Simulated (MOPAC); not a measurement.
Input for MOPAC: AM1 on CH3NO (a complex), monomers drawn apart or pushed together.

```
AM1 1SCF PRECISE CHARGE=0 THREADS=1
CH3NO

O     -0.14302315 1     0.06523241 1    -0.65726024 1
H      0.79134065 1    -0.06066031 1    -0.84779530 1
H     -0.20066002 1     0.07223200 1     0.30790929 1
C     -0.30694592 1     0.08202446 1     4.39916410 1
N     -0.16679467 1     0.06440505 1     3.26355404 1
H     -0.43867082 1     0.09855731 1     5.45802742 1
```

It printed:

```
*******************************************************************************
 **                                                                           **
 **                              MOPAC v23.2.5                                **
 **                                                                           **
 *******************************************************************************
 ** MOPAC's Digital Object Identifier: https://doi.org/10.5281/zenodo.6511958 **
 **                                                                           **
 ** Please cite the open-source release paper for use of this MOPAC version:  **
 ** J. E. Moussa and J. J. P. Stewart (2026)                                  **
 ** MOPAC: An open-source semiempirical molecular orbital program             **
 ** J. Open Source Softw., 11(119), 8025, https://doi.org/10.21105/joss.08025 **
 *******************************************************************************

                              AM1 CALCULATION RESULTS

 *******************************************************************************
 *  AM1        - The AM1 Hamiltonian to be used
 *
 *
 *
 *                 CHARGE ON SYSTEM = 0
 *
 *
 *
 *  PRECISE    - TIGHTER CRITERIA TO BE USED
 *  1SCF       - DO 1 SCF AND THEN STOP
 *  THREADS=1  - MULTI-THREADING NOT USED
 *  T=         - A TIME OF 172800.0 SECONDS REQUESTED
 *  DUMP=N     - RESTART FILE WRITTEN EVERY 7200.0 SECONDS REQUESTED
 *******************************************************************************
AM1 1SCF PRECISE CHARGE=0 THREADS=1
 CH3NO

   ATOM   CHEMICAL          X               Y               Z
  NUMBER   SYMBOL      (ANGSTROMS)     (ANGSTROMS)     (ANGSTROMS)

     1       O         -0.14302315  *   0.06523241  *  -0.65726024  *
     2       H          0.79134065  *  -0.06066031  *  -0.84779530  *
     3       H         -0.20066002  *   0.07223200  *   0.30790929  *
     4       C         -0.30694592  *   0.08202446  *   4.39916410  *
     5       N         -0.16679467  *   0.06440505  *   3.26355404  *
     6       H         -0.43867082  *   0.09855731  *   5.45802742  *



          CARTESIAN COORDINATES

    NO.       ATOM           X           Y           Z

     1         O         -0.1430      0.0652     -0.6573
     2         H          0.7913     -0.0607     -0.8478
     3         H         -0.2007      0.0722      0.3079
     4         C         -0.3069      0.0820      4.3992
     5         N         -0.1668      0.0644      3.2636
     6         H         -0.4387      0.0986      5.4580

  H: (AM1): M.J.S. DEWAR ET AL, J. AM. CHEM. SOC. 107 3902-3909 (1985)
  C: (AM1): M.J.S. DEWAR ET AL, J. AM. CHEM. SOC. 107 3902-3909 (1985)
  N: (AM1): M.J.S. DEWAR ET AL, J. AM. CHEM. SOC. 107 3902-3909 (1985)
  O: (AM1): M.J.S. DEWAR ET AL, J. AM. CHEM. SOC. 107 3902-3909 (1985)

           Empirical Formula: C H3 N O  =     6 atoms



      MOLECULAR POINT GROUP   :   Cs


      RHF CALCULATION, NO. OF DOUBLY OCCUPIED LEVELS = 9


 -------------------------------------------------------------------------------
 AM1 1SCF PRECISE CHARGE=0 THREADS=1
 CH3NO



     1SCF WAS SPECIFIED, SO BFGS WAS NOT USED
     SCF FIELD WAS ACHIEVED


                              AM1 CALCULATION
                                                       MOPAC v23.2.5 Linux




          FINAL HEAT OF FORMATION =        -28.90684 KCAL/MOL =    -120.94623 KJ/MOL


          COSMO AREA              =        100.31 SQUARE ANGSTROMS
          COSMO VOLUME            =         71.64 CUBIC ANGSTROMS

          IONIZATION POTENTIAL    =         12.077261 EV
          HOMO LUMO ENERGIES (EV) =        -12.077  1.632
          NO. OF FILLED LEVELS    =          9
          MOLECULAR WEIGHT        =         45.0408         POINT GROUP:  Cs

          MOLECULAR DIMENSIONS (Angstroms)

            Atom       Atom       Distance
            H     6    H     2     6.42664
            H     2    O     1     0.88831
            O     1    H     3     0.00026


          SCF CALCULATIONS        =          1





   ATOM   CHEMICAL          X               Y               Z
  NUMBER   SYMBOL      (ANGSTROMS)     (ANGSTROMS)     (ANGSTROMS)

     1       O         -0.14302315  *   0.06523241  *  -0.65726024  *
     2       H          0.79134065  *  -0.06066031  *  -0.84779530  *
     3       H         -0.20066002  *   0.07223200  *   0.30790929  *
     4       C         -0.30694592  *   0.08202446  *   4.39916410  *
     5       N         -0.16679467  *   0.06440505  *   3.26355404  *
     6       H         -0.43867082  *   0.09855731  *   5.45802742  *

                             CARTESIAN COORDINATES

   1    O       -0.143023150     0.065232410    -0.657260240
   2    H        0.791340650    -0.060660310    -0.847795300
   3    H       -0.200660020     0.072232000     0.307909290
   4    C       -0.306945920     0.082024460     4.399164100
   5    N       -0.166794670     0.064405050     3.263554040
   6    H       -0.438670820     0.098557310     5.458027420


           Empirical Formula: C H3 N O  =     6 atoms



      MOLECULAR POINT GROUP   :   Cs


                  EIGENVALUES
 -37.17369 -35.95746 -21.51259 -17.83853 -14.51128 -14.15447 -14.04741 -14.04727
 -12.07726   1.63208   1.63231   2.91583   4.76493   6.26684   6.64487


              NET ATOMIC CHARGES AND DIPOLE CONTRIBUTIONS

  ATOM NO.   TYPE          CHARGE      No. of ELECS.   s-Pop       p-Pop
    1          O          -0.394858        6.3949     1.86170     4.53316
    2          H           0.190131        0.8099     0.80987
    3          H           0.204534        0.7955     0.79547
    4          C          -0.175596        4.1756     1.31510     2.86049
    5          N          -0.062234        5.0622     1.81372     3.24851
    6          H           0.238023        0.7620     0.76198
 DIPOLE           X         Y         Z       TOTAL
 POINT-CHG.     0.604    -0.084     2.329     2.407
 HYBRID         0.462    -0.064     1.365     1.442
 SUM            1.066    -0.148     3.693     3.847


          ATOMIC ORBITAL ELECTRON POPULATIONS

     Atom    s        px        py        pz
    1  O   1.86170   1.28342   1.98698   1.26276
    2  H   0.80987
    3  H   0.79547
    4  C   1.31510   0.94407   0.94362   0.97280
    5  N   1.81372   1.05785   1.05641   1.13426
    6  H   0.76198

 **********************
 *                    *
 * JOB ENDED NORMALLY *
 *                    *
 **********************




 == MOPAC DONE ==
```

The run finished.

Cost: about 0.03 core-seconds (a rough figure).
